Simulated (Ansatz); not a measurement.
A structure relaxed at PBE0-D4/def2-TZVP in Ansatz, charge 0, singlet:

Cartesian coordinates in Å:
```
Be -0.983 -0.603 0.568
H -2.005 -1.229 1.159
Cl 0.976 -0.667 0.981
Be 0.983 0.603 -0.568
H 2.005 1.229 -1.159
Cl -0.976 0.667 -0.981
```

Q: Give its formula, name or SMILES and point group.

A: (HBe-mu-Cl)2 (Be₂H₂Cl₂). Point group D2h (tolerance 0.1 Å).

Q: Summarise the bond lengths by kind (pairs closer than 1.2 times the sum of covalent radii, bridged metal pairs left out).

A: 4 × Be–Cl 2.00 Å; 2 × Be–H 1.34 Å.
